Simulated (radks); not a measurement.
Task: These are the eigenvalues of the occupied orbitals of an atom or ion with whole-number occupations (Ry). Calculated with a radial shooting solver on a logarithmic mesh with Libxc functionals: scalar-relativistic Kohn-Sham, BLYP, spin-polarised, spherical densities, point nucleus.

1s up: -5855.307
1s down: -5855.281
2s up: -1232.636
2s down: -1230.748
2p up: -1104.919
2p down: -1103.401
3s up: -457.6425
3s down: -455.4824
3p up: -420.0348
3p down: -417.8577
3d up: -383.7362

Which element is it, and in what charge state? The configuration may be excited. Open shells, if any, are filled with parallel spins first.

Result: Z = 77, iridium, charge +54: Ir54+ in [Ar] 3d5. The list shows which subshells hold electrons but not how many an open one holds; the 1s level, -2927.7 hartree, gives Z - s = 76.5 by -(Z - s)^2/2, which with screening and relativity narrows Z to a few neighbours, and the depths of the outer levels then fix element, charge and occupations together.
